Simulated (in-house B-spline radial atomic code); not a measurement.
A fraction x of an electron is removed from 3s in K V (K4+), starting from [Ne] 3s2 3p3 and keeping the highest spin. Level of theory: scalar-relativistic (X2C) PBE, spin-polarised, spherical fractional occupations, Fermi nucleus of rms radius 3.4349 fm; calculated with a radial B-spline atomic code at the basis-set limit.

| x | E(x) - E(0) (eV) | 3s down level (eV) |
| --- | --- | --- |
| 0 | 0.0000 | -86.192 |
| 0.02 | 1.7270 | -86.511 |
| 0.24 | 21.1459 | -90.023 |
| 0.33 | 29.3126 | -91.461 |
| 0.38 | ? | ? |
| 0.5 | 45.0926 | -94.189 |
| 0.6 | ? | ? |
| 0.72 | 66.2088 | -97.800 |
| 0.75 | 69.1503 | -98.305 |
| 0.96 | 90.1616 | -101.565 |
| 1 | 94.2200 | - |

(1) What belongs in the row x = 0.38?

(2) What belongs in the row x = 0.6?

(3) Check Janak's theorem between x = 0.02 and 0.24.

Results:

(1) An energy change of 33.9057 eV; 3s down at -92.261 eV.

(2) An energy change of 54.5925 eV; 3s down at -95.813 eV.

(3) The slope of the energy is 88.27 eV; the orbital levels give 88.27 eV (-ε of the emptying orbital, averaged over the two points).
